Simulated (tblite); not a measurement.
Isomers of C6H10OSSi2. Method: GFN2-xTB as coded in tblite; computed harmonic values from a numerical Hessian at the method's own geometry, unscaled. Against measured fundamentals such values can be off by several per cent, at times by over 20. Modes of hydrogen on silicon and sulfur can be 10 to 20 % off. One conformer each.

Electronic energies: GFN2-xTB at the same geometries; isomer energies are rough at this level and their order can be wrong.

| SMILES | electronic energy, lowest = 0 (kcal/mol) |
| --- | --- |
| Oc1ccccc1[SiH2][SiH2]S | 49.6 |
| c1csc([Si@H]2CC[SiH2]O2)c1 | 11.8 |
| [SiH3]Oc1ccccc1S[SiH3] | 0.0 |

Problem. How do GFN2-xTB zero-point energies change the relative energies?

Solution. 
```json
{"SMILES": "[SiH3]Oc1ccccc1S[SiH3]", "ZPE (kcal/mol)": "83.2", "of it from modes above 1550 cm⁻¹": "42.0", "electronic (kcal/mol)": "0.0", "with ZPE, lowest = 0 (kcal/mol)": "0.0", "lowest mode (cm⁻¹)": "40", "rings": "1"}
{"SMILES": "c1csc([Si@H]2CC[SiH2]O2)c1", "ZPE (kcal/mol)": "88.1", "of it from modes above 1550 cm⁻¹": "40.3", "electronic (kcal/mol)": "11.8", "with ZPE, lowest = 0 (kcal/mol)": "16.6", "lowest mode (cm⁻¹)": "23", "rings": "2"}
{"SMILES": "Oc1ccccc1[SiH2][SiH2]S", "ZPE (kcal/mol)": "83.7", "of it from modes above 1550 cm⁻¹": "43.4", "electronic (kcal/mol)": "49.6", "with ZPE, lowest = 0 (kcal/mol)": "50.0", "lowest mode (cm⁻¹)": "31", "rings": "1"}
```

The zero-point energies span 4.9 kcal/mol, from `[SiH3]Oc1ccccc1S[SiH3]` to `c1csc([Si@H]2CC[SiH2]O2)c1`. The order is unchanged.
